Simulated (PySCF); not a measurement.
Screening by computed properties: pick the candidate that meets the target.

Each SMILES stands for a single optimised conformer of the isolated species, non-relativistic unless stated. Electronic properties by PySCF.

The conformers computed, where there is a choice (atom-mapped SMILES and torsion angles):
- `[CH3:1][C@H:2]([O:3][SiH2:4][SiH3:5])[C:6]([F:7])([F:8])[F:9]`: C1–C2–O3–Si4 162°, C2–O3–Si4–Si5 -169°, C1–C2–C6–F7 -52°
- `[CH2:1]=[CH:2][N:3]([SiH3:4])[C@H:5]([CH3:6])[C:7]#[C:8][CH3:9]`: C1–C2–N3–Si4 3°, C2–N3–C5–C6 73°
- `[CH2:1]=[C:2]1[CH2:3][CH2:4]/[C:5]1=[CH:6]/[CH2:7][SiH2:8][NH2:9]`: C5–C6–C7–Si8 94°, C6–C7–Si8–N9 -68°, H–N9–Si8–C7 34°, H–N9–Si8–C7 176°
- `[CH:1]#[C:2]/[CH:3]=[C:4]1/[C:5](=[CH2:6])[CH2:7][C@H:8]1[SiH2:9][Cl:10]`: C7–C8–Si9–Cl10 -68°
- `[CH3:1][CH2:2][O:3][Si@@H:4]([SiH3:5])[C:6]([F:7])([F:8])[F:9]`: C1–C2–O3–Si4 -151°, C2–O3–Si4–Si5 58°, O3–Si4–C6–F7 175°

(1) Wanted: HOMO–LUMO gap between 5 eV and 6 eV (PBE0/pcSseg-1) and HOMO energy above -8.4 eV (PBE0/pcSseg-1), at GFN2-xTB geometries. Which candidate meets both?
A. `C#C/C=C1/C(=C)C[C@H]1[SiH2]Cl`
B. `C=CN([SiH3])[C@H](C)C#CC`
C. `C[C@H](O[SiH2][SiH3])C(F)(F)F`
D. `CCO[Si@@H]([SiH3])C(F)(F)F`
E. `C=C1CC/C1=C/C[SiH2]N`

(2) Wanted: smallest rotational constant below 0.56 GHz (GFN2-xTB) and dipole moment above 1.8 D (PBE0/pcSseg-1), at GFN2-xTB geometries. Which candidate meets both?
A. `C=CN([SiH3])[C@H](C)C#CC`
B. `C#C/C=C1/C(=C)C[C@H]1[SiH2]Cl`
C. `[Si@@H](OCC)(C(F)(F)F)[SiH3]`
D. `C[C@H](O[SiH2][SiH3])C(F)(F)F`

## Answers

(1) E. Computed values:
```
                      species  HOMO–LUMO gap  HOMO energy
C#C/C=C1/C(=C)C[C@H]1[SiH2]Cl        4.65 eV     -6.51 eV
         C=C1CC/C1=C/C[SiH2]N        5.23 eV     -6.17 eV
     C=CN([SiH3])[C@H](C)C#CC        6.49 eV     -5.90 eV
   CCO[Si@@H]([SiH3])C(F)(F)F        7.55 eV     -8.28 eV
C[C@H](O[SiH2][SiH3])C(F)(F)F        8.04 eV     -8.44 eV
```

(2) D. Computed values:
| species | smallest rotational constant | dipole moment |
| --- | --- | --- |
| C#C/C=C1/C(=C)C[C@H]1[SiH2]Cl | 0.465 GHz | 1.46 D |
| C[C@H](O[SiH2][SiH3])C(F)(F)F | 0.536 GHz | 1.84 D |
| [Si@@H](OCC)(C(F)(F)F)[SiH3] | 0.591 GHz | 3.80 D |
| C=CN([SiH3])[C@H](C)C#CC | 0.684 GHz | 1.67 D |
